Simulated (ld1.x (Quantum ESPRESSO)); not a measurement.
# Transferability test, ultrasoft potential for Os

ld1.x (Quantum ESPRESSO) 7.5 input, shortened:

```
&input
   title='Os', zed=76., rel=1, dft='PW91', iswitch=3,
   config='[Xe] 4f14 5d6 5f-2 6s2 6p0'
 /
 &inputp
   pseudotype=3, tm=.true., lloc=-2, rcloc=2.15,
   nlcc=.true., new_core_ps=.true.
 /
8
6S  1  0   2.00   0.00  2.15  2.95  0.0
6S  1  0   0.00  -0.10  2.15  2.95  0.0
6P  2  1   0.00   0.00  3.20  3.50  0.0
6P  2  1   0.00   1.30  3.20  3.50  0.0
5D  3  2   6.00   0.00  1.95  2.10  0.0
5D  3  2   0.00   0.45  1.95  2.10  0.0
5F  4  3  -2.00   0.30  2.10  3.16  0.0
5F  4  3  -2.00   2.20  2.10  3.16  0.0
 &test
   configts(1)='5d6 6s2 6p0'
 /
```

Energies are relative to the spin-unpolarised reference configuration 5d6 6s2 6p0; without spin polarisation the order of configurations can differ from experiment.

| valence configuration | charge | ΔE all-electron (eV) | error AE − PS (meV) |
| --- | --- | --- | --- |
| 5d6 6s0 6p0 | +2 | 26.642 | -54 |
| 5d5 6s0 6p0 | +3 | 55.569 | -104 |
| 5d6 6s0 6p1 | +1 | 15.823 | +109 |
| 5d5 6s2 6p0 | +1 | 11.141 | -38 |
| 5d6 6s0 6p2 | 0 | 10.515 | +21 |

Problem. What are ΔE and the potential's error for 5d6 6s1 6p0?

Solution. ΔE = 9.648 eV all-electron; the error (AE − PS) is -12 meV.

Problem. What are ΔE and the potential's error for 5d6.5 6s1.5 6p0?

Solution. ΔE = 0.058 eV all-electron; the error (AE − PS) is -12 meV.

Levels in the configuration 5d5 6s0 6p0:

```json
{"level": "5d", "all-electron (eV)": "-35.067", "pseudo (eV)": "-35.193"}
```

Note: ghost state, extra bound levels that the all-electron valence spectrum of the same l lacks: p at -2.53 eV. A true bound ghost makes a file unfit for plane-wave use.
